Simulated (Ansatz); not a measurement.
Li2-, multiplicity 2 (lowest of 2S+1 = 2, 4 at CCSD(T)/def2-TZVPP on PBE0 minima; our sources give no spin for the ground state, which may be another), most abundant isotopes (7.0160 and 7.0160 u). Constants from fifth-degree fits in 1/R to seven points on the lowest solution found; no spin–orbit coupling, no relativity up to Kr; ω_e x_e and α_e move by some per cent with the fit.

Correlated levels freeze the inner cores; with def2 sets outer-core shells near the valence are correlated too.

Run with Ansatz (Gaussian orbitals). Each number belongs to the level named beside it.

| level | r_e (Å) | ω_e (cm⁻¹) | ω_e x_e (cm⁻¹) | α_e (cm⁻¹) |
|---|---|---|---|---|
| PBE/def2-TZVPP | 3.1279 | 211.2 | 2.48 | 0.00925 |
| CCSD(T)/def2-TZVPP | 3.1279 | 216.7 | 1.86 | 0.00777 |

Derive the rotational constants, the centrifugal constant, the fundamental, the zero-point energy and the force constant.


μ = 3.50800 u.
- PBE/def2-TZVPP: B_e = 16.8576/(μ r_e²) = 0.49117 cm⁻¹; B₀ = B_e − α_e/2 = 0.48655 cm⁻¹; D = 4B_e³/ω_e² = 1.06e-05 cm⁻¹; fundamental ω_e − 2ω_e x_e = 206 cm⁻¹; zero-point energy ω_e/2 − ω_e x_e/4 = 105 cm⁻¹; k = μ(2πcω_e)² = 9.22 N/m
- CCSD(T)/def2-TZVPP: B_e = 16.8576/(μ r_e²) = 0.49116 cm⁻¹; B₀ = B_e − α_e/2 = 0.48728 cm⁻¹; D = 4B_e³/ω_e² = 1.01e-05 cm⁻¹; fundamental ω_e − 2ω_e x_e = 213 cm⁻¹; zero-point energy ω_e/2 − ω_e x_e/4 = 108 cm⁻¹; k = μ(2πcω_e)² = 9.71 N/m

Doubts at one or more of the structures used: a spin-contaminated determinant (CCSD(T)/def2-TZVPP); T1 above 0.05 (CCSD(T)/def2-TZVPP).

Ansatz is a program for electronic structure.
